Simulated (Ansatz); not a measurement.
Mulliken charges of CH6AsGaSi (`[SiH3][As]1[CH2][GaH]1`) from r2SCAN/def2-TZVPP in Ansatz (PBE0-D4/def2-TZVP geometry).

```tsv
atom	x (Å)	y (Å)	z (Å)	charge (e)
Si1	-0.954	0.445	1.107	0.210
As2	1.357	0.466	0.999	-0.112
C3	1.171	-1.014	-0.416	-0.326
Ga4	0.341	0.536	-1.237	0.198
H5	-1.399	0.328	-0.404	-0.093
H6	-1.635	-0.776	1.619	-0.059
H7	-1.631	1.665	1.609	-0.055
H8	0.599	-1.891	-0.126	0.105
H9	2.158	-1.280	-0.787	0.107
H10	-0.006	1.522	-2.365	0.025
```

Task: By hand: the dipole of these point charges (1 e Å = 4.8032 D).

Result: Σ q r = (-0.057, 0.104, -0.292) e Å, of length 0.315 e Å = 1.51 D.

Task: How does the dipole of the full density compare? (Best estimate.)

Result: The calculation gave: (-0.183, -0.085, -0.173) e Å, 1.28 D; the point charges give 1.18 times that, at 52° from its direction.

Point charges leave out the atoms' own dipoles, such as those of lone pairs, and Mulliken's split depends on the basis, so the two needn't agree.
